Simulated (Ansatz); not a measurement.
Ansatz results at the PBE0-D4/def2-TZVP geometry: LUMO energy (PBE/def2-TZVPP) -0.65 eV; LUMO energy (ωB97M-V/def2-TZVPP) 2.03 eV; HOMO energy (B3LYP/def2-TZVPP) -8.27 eV.

Each molecule was computed in one conformer, which needn't be the lowest.

**Question.** Which molecule gave them?
A. `F[SiH](F)[CH2][GeH3]`
B. `O[SiH2]O[SiH2]Cl`
C. `C[SiH](F)N[SiH](Cl)Cl`
D. `[F][GeH2][CH2][GeH3]`

**Answer.** C. The others give `[F][GeH2][CH2][GeH3]`: -0.91, 1.73, -8.59; `O[SiH2]O[SiH2]Cl`: -0.64, 1.95, -8.59; `F[SiH](F)[CH2][GeH3]`: -0.44, 2.10, -8.85.

B3LYP here is the variant with VWN-RPA as its local correlation; programs differ in this.
